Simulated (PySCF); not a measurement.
## Bi(BH4)3 at several levels of theory

Computed with PySCF 2.14.0 (density fitting, no spin-orbit coupling) at the geometry relaxed with TPSS:

```xyz
16
Bi(BH4)3 (singlet)
Bi    0.0000    0.0000    0.6448
B     2.4207    0.0083   -0.0478
H     3.2333    0.1220   -0.9451
H     2.6017   -0.8829    0.7671
H     1.4275   -0.3413   -0.8263
H     2.1816    1.1080    0.4683
B    -1.2175    2.0922   -0.0478
H    -1.7223    2.7391   -0.9451
H    -0.5362    2.6946    0.7671
H    -0.4182    1.4069   -0.8263
H    -2.0504    1.3353    0.4683
B    -1.2031   -2.1005   -0.0478
H    -1.5110   -2.8611   -0.9451
H    -2.0655   -1.8117    0.7671
H    -1.0093   -1.0656   -0.8263
H    -0.1312   -2.4433    0.4683
```

```tsv
level	basis	state	HOMO (eV)	gap (eV)	charge on Bi1 (e)	dipole about the centre of mass (D)	largest force component (eV/Å)
TPSS	Bi def2-SVP with ECP60, B def2-SVP, H def2-SVP	singlet	-7.78	4.60	0.67	1.71	0.04
revPBE	the same	singlet	-7.52	4.34	0.63	1.60	0.30
TPSS	Bi x2c-SVPall, B x2c-SVPall, H x2c-SVPall	singlet	-7.79	4.63	0.63	1.68	1.04
```

Charges are Mulliken's, which hang on the basis. The relaxation used the grid (50, 194), these runs (75, 302) or, all-electron (x2c bases, spin-free X2C Hamiltonian), (99, 590).

Task: A further run in the first row's basis gives HOMO (eV) -8.73, gap (eV) 6.13, charge on Bi1 (e) 0.69, dipole about the centre of mass (D) 1.68, largest force component (eV/Å) 0.27. Which level was it?
A. HF
B. BLYP
C. PBE0

Result: C. The others give HOMO -11.56 eV (HF); -7.43 eV (BLYP).

In the first row's basis the gap widens with exact exchange: 4.3 to 4.6 eV for BLYP, revPBE, TPSS (none); 6.1 eV for PBE0 (a fixed share); 11.9 eV for Hartree–Fock (rising or full at long range).

No frequency check is given that shows the relaxed geometry to be a minimum.
